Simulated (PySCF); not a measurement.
Consider 421-48-7, `C[C@@H](F)C(F)(F)F` (C3H4F4). Numbering: `[CH3:1][C@@H:2]([F:3])[C:4]([F:5])([F:6])[F:7]`

Computed at M06-2X/def2-TZVP // PBE0-D3(BJ)/def2-SVP with PySCF (density fitting, grid level 3). Thermal corrections: GFN2-xTB frequencies, unscaled, ideal gas at 298.15 K and 1 bar, quasi-RRHO entropy. These were taken at the GFN2-xTB minima.

(1) Rank these bonds by dissociation enthalpy, weakest first.
A. C2–F3
B. C1–H
C. C1–C2
D. C4–F5
E. C2–H

Not ranked, since the method can't order them against a listed neighbour: C2–C4 (407 kJ/mol).

(2) For C2–F3, what are ΔE (electronic) and ΔG(298 K) of the homolysis?

Answers

(1) C (402 kJ/mol), E (413 kJ/mol), B (430 kJ/mol), A (469 kJ/mol), D (532 kJ/mol).

(2) ΔE = 482 and ΔG = 421 kJ/mol, beside ΔH = 469 kJ/mol. The radicals are `C[CH]C(F)(F)F` and F•.

Known limits: the order of C1–C2 and C2–C4, of C2–C4 and C2–H is undecided: the gaps lie inside the method's error (some 10 kJ/mol, one structure a species).
